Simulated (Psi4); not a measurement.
IZn, doublet, geometry from GFN2-xTB (such geometries of metal compounds can be far from the true shape) (the spin is typed, not shown lowest) (core potentials on I); Psi4 with PBE/def2-TZVP.

Input for Psi4:
```
memory 2 GB

molecule {
0 2
Zn   -0.00000000   -0.00000000   -1.67739996
I     0.00000000    0.00000000    0.94947168
}

set {
  basis def2-tzvp
  reference uks
  df_basis_scf cc-pvtz-jkfit
}

energy('pbe')
print_variables()
```

Task: Predict the main parts of the log of this Psi4 run.

Result: 
```
   => Loading Basis Set <=

    Name: DEF2-TZVP
    Role: ORBITAL
    Keyword: BASIS

    !!!  WARNING: ECP capability is in beta. Please check occupations closely.  !!!

         ---------------------------------------------------------
                                   SCF
               by Justin Turney, Rob Parrish, Andy Simmonett
                          and Daniel G. A. Smith
                              UKS Reference
         ---------------------------------------------------------

  ==> Geometry <==

    Molecular point group: c2v
    Full point group: C_inf_v

    Geometry (in Angstrom), charge = 0, multiplicity = 2:

       Center              X                  Y                   Z               Mass
    ------------   -----------------  -----------------  -----------------  -----------------
         ZN           0.000000000000     0.000000000000    -1.746871273844    63.929142010000
         I            0.000000000000     0.000000000000     0.880000366156   126.904471900000

  Running in c2v symmetry.

  Rotational constants: A = ************  B =      0.05746  C =      0.05746 [cm^-1]
  Rotational constants: A = ************  B =   1722.73536  C =   1722.73536 [MHz]
  Nuclear repulsion =  151.085763749956186

  Charge       = 0
  Multiplicity = 2
  Electrons    = 55
  Nalpha       = 28
  Nbeta        = 27

  ==> Algorithm <==

  SCF Algorithm Type is DF.
  DIIS enabled.
  MOM disabled.
  Fractional occupation disabled.
  Guess Type is SAD.
  Energy threshold   = 1.00e-06
  Density threshold  = 1.00e-06
  Integral threshold = 1.00e-12

  ==> Primary Basis <==

  Basis Set: DEF2-TZVP
    Blend: DEF2-TZVP
    Number of shells: 32
    Number of basis functions: 98
    Number of Cartesian functions: 114
    Spherical Harmonics?: true
    Max angular momentum: 3

  Core potential: DEF2-TZVP
    Number of shells: 4
    Number of ECP primitives: 29
    Number of ECP core electrons: 28
    Max angular momentum: 3

  ==> DFT Potential <==

   => LibXC <=

    Version 7.1.2
    S. Lehtola, C. Steigemann, M. J. T. Oliveira, and M. A. L. Marques,  SoftwareX 7, 1–5 (2018) (10.1016/j.softx.2017.11.002)

   => Composite Functional: PBE <=

    PBE GGA Exchange-Correlation Functional

    J.P. Perdew et. al., Phys. Rev. Lett., 77(18), 3865-3868, 1996

    Deriv               =              1
    GGA                 =           TRUE
    Meta                =          FALSE

    Exchange Hybrid     =          FALSE
    MP2 Hybrid          =          FALSE

   => Exchange Functionals <=

    1.0000     XC_GGA_X_PBE

   => Correlation Functionals <=

    1.0000     XC_GGA_C_PBE

   => LibXC Density Thresholds  <==

    XC_GGA_C_PBE:  1.00E-12
    XC_GGA_X_PBE:  1.00E-15

   => Molecular Quadrature <=

    Radial Scheme          =       TREUTLER
    Pruning Scheme         =           NONE
    Nuclear Scheme         =       TREUTLER

    Blocking Scheme        =         OCTREE
    BS radius alpha        =              1
    Pruning alpha          =              1
    Radial Points          =             75
    Spherical Points       =            302
    Total Points           =          42263
    Total Blocks           =            410
    Max Points             =            256
    Max Functions          =             93
    Weights Tolerance      =       1.00E-15

Traceback (most recent call last):
  File "psi4", line 375, in <module>
  File "<string>", line 24, in <module>
  File "site-packages/psi4/driver/driver.py", line 533, in energy
  File "site-packages/psi4/driver/procrouting/proc.py", line 2760, in run_scf
  File "site-packages/psi4/driver/procrouting/proc.py", line 1939, in scf_helper
  File "site-packages/psi4/driver/procrouting/proc.py", line 1462, in scf_wavefunction_factory
  File "site-packages/psi4/driver/p4util/python_helpers.py", line 169, in _pybuild_basis
  File "site-packages/psi4/driver/qcdb/libmintsbasisset.py", line 722, in pyconstruct
  File "site-packages/psi4/driver/qcdb/libmintsbasisset.py", line 976, in construct

psi4.driver.qcdb.exceptions.BasisSetNotFound: BasisSet::construct: Unable to find a basis set for atom 1 for key JKFIT among:
  Shell Entries: ['ZN']
  Basis Sets: [('CC-PVTZ-JKFIT', 'CC-PVTZ-JKFIT', None)]
  File Path: tmpszczmpb4, tmpszczmpb4, basis
  Input Blocks:

Printing out the relevant lines from the Psithon --> Python processed input file:
    """)
    core.IO.set_default_namespace("")
    core.set_global_option("BASIS", "def2-tzvp")
    core.set_global_option("REFERENCE", "uks")
    core.set_global_option("DF_BASIS_SCF", "cc-pvtz-jkfit")
--> energy('pbe')
    print_variables()

!----------------------------------------------------------------------------------!
!                                                                                  !
!  BasisSet::construct: Unable to find a basis set for atom 1 for key JKFIT among: !
!   Shell Entries: ['ZN']                                                          !
!   Basis Sets: [('CC-PVTZ-JKFIT', 'CC-PVTZ-JKFIT', None)]                         !
!   File Path: tmpszczmpb4,      !
!     tmpszczmpb4,               !
!     basis                                          !
!   Input Blocks:                                                                  !
!                                                                                  !
!----------------------------------------------------------------------------------!

QcdbException BasisSetNotFound: BasisSet::construct: Unable to find a basis set for atom 1 for key JKFIT among:
  Shell Entries: ['ZN']
  Basis Sets: [('CC-PVTZ-JKFIT', 'CC-PVTZ-JKFIT', None)]
  File Path: tmpszczmpb4, tmpszczmpb4, basis
  Input Blocks:
```

The input was rejected before any calculation.
